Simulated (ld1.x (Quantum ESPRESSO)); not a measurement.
## Reading a pseudo-wave (chlorine (Cl))

Columns: radius, all-electron u(r) and pseudo u(r) of the 3s shell (level -20.69 eV) of chlorine in the configuration [Ne] 3s2 3p5; PBE, scalar-relativistic, TM scheme, ld1.x (Quantum ESPRESSO) 7.5.

| r (bohr) | all-electron | pseudo |
| --- | --- | --- |
| 0.060 | 0.2215 | 0.0241 |
| 0.120 | 0.0029 | 0.0488 |
| 0.180 | -0.2390 | 0.0750 |
| 0.240 | -0.3893 | 0.1034 |
| 0.300 | -0.4361 | 0.1348 |
| 0.360 | -0.3996 | 0.1699 |
| 0.420 | -0.3060 | 0.2097 |
| 0.480 | -0.1786 | 0.2547 |
| 0.540 | -0.0356 | 0.3054 |
| 0.600 | 0.1103 | 0.3619 |
| 0.660 | 0.2503 | 0.4237 |
| 0.720 | 0.3789 | 0.4897 |
| 0.780 | 0.4931 | 0.5579 |
| 0.840 | 0.5918 | 0.6258 |
| 0.900 | 0.6747 | 0.6902 |
| 0.960 | 0.7424 | 0.7482 |
| 1.020 | 0.7956 | 0.7972 |
| 1.080 | 0.8353 | 0.8355 |
| 1.140 | 0.8627 | 0.8627 |
| 1.200 | 0.8793 | 0.8793 |
| 1.260 | 0.8865 | 0.8865 |
| 1.320 | 0.8856 | 0.8856 |
| 1.380 | 0.8778 | 0.8778 |
| 1.440 | 0.8643 | 0.8643 |
| 1.500 | 0.8462 | 0.8462 |
| 1.560 | 0.8243 | 0.8243 |

Question: How many radial nodes do the two functions have?

Answer: The all-electron 3s function has n − l − 1 = 2; the pseudo-wave has 0, since the states of the same l below it are removed with the core.

Question: At about which radius was the pseudo-wave matched?

Answer: 1.20 bohr. The columns agree to 0.0005 from 1.08 bohr on; several derivatives are matched, so the curves merge somewhat inside the radius.

Question: Is the pseudo-wave norm-conserving?

Answer: Yes: the TM scheme keeps the norm inside the radius equal to the all-electron one, which fixes the energy derivative of the logarithmic derivative at the level.
